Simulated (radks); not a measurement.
Results of a calculation; reference values are marked as such.
Question: Ionisation of Tm, [Xe] 4f13 6s2, to Tm+, [Xe] 4f13 6s1, under several functionals. Dirac Kohn-Sham, spin-unpolarised, spherical densities, point nucleus; open shells fill j = l - 1/2 first; a radial shooting solver on a logarithmic mesh with Libxc functionals. The NIST Atomic Spectra Database gives 6.184 eV (measured). Rank these functionals by the error of their Delta-SCF ionisation energy: SOGGA; revPBE; AM05; RPBE; LDA (Slater exchange, Perdew-Zunger correlation); OLYP; PW91.

Answer: From best to worst: OLYP 6.083 eV (-0.102); RPBE 6.353 eV (+0.168); SOGGA 6.361 eV (+0.177); revPBE 6.372 eV (+0.188); AM05 6.415 eV (+0.231); PW91 6.499 eV (+0.315); LDA (Slater exchange, Perdew-Zunger correlation) 6.685 eV (+0.501). Spin polarisation and multiplet splitting are left out, so open shells lie too high by an amount that depends on their filling.

Beside tabulated values, note that spin-unpolarised runs miss the spin-polarisation part of the exchange energy of open shells.
